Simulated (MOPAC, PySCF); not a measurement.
C2H3NSi, SMILES `N=[si]1cc1`, neutral singlet in the gas phase. 

Cartesian coordinates (Å):
SMILES: N=[si]1cc1
```xyz
7

N      2.1986    -0.0142     0.2254
Si     0.6171     0.0298     0.0880
C     -1.1089     0.4446     0.2055
C     -0.8673    -0.6552    -0.5705
H      2.7038     0.6667     0.7760
H     -2.0279     0.9511     0.4762
H     -1.5305    -1.3119    -1.1202
```
Charge 0, multiplicity 1.

All levels are single points at this geometry (B3LYP-D3(BJ)/def2-TZVP); Pople sets use spherical d functions. Orbital energies aren't observables, and empty levels follow the basis.

BP86/6-31G* in PySCF gives HOMO (eV) = -5.88.

Estimate the HOMO (eV) from each of these levels: B3LYP-D3(BJ)/def2-TZVP in PySCF; B3LYP/3-21G in PySCF; B3LYP/6-31G* in PySCF; HF/STO-3G in PySCF; PM3 in MOPAC.


| level | HOMO (eV) |
|---|---|
| B3LYP-D3(BJ)/def2-TZVP in PySCF | -7.06 |
| B3LYP/3-21G in PySCF | -6.50 |
| B3LYP/6-31G* in PySCF | -6.77 |
| HF/STO-3G in PySCF | -6.44 |
| PM3 in MOPAC | -8.70 |
